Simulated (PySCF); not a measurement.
Electron correlation in In⁺ (indium, charge +1)

[Kr] 4d10 5s2, closed-shell 1S. Computed with PySCF 2.14 in x2c-SVPall (6s5p3d, 36 functions), with scalar relativity by spin-free X2C-1e. Frozen: [Kr] 4d10; 2 electrons correlated.

Total MP2 correlation energy: -20.46 mhartree.

Same-spin part 0.00 and opposite-spin part -20.46 mhartree; SCS-MP2 scales them by 1/3 and 6/5 to -24.56 mhartree.

With two correlated electrons CCSD is exact within the correlated space (frozen core and kept virtual orbitals).

| level | correlation energy (mhartree) |
| --- | --- |
| CCSD | -30.89 |

Diagnostics: T1 = 0.0051, D1 = 0.0073, largest double amplitude 0.100.

Cost of the coupled-cluster step: 0.05 s of wall time on 1 thread of Neoverse-V2 (shared host), for 2 correlated electrons.
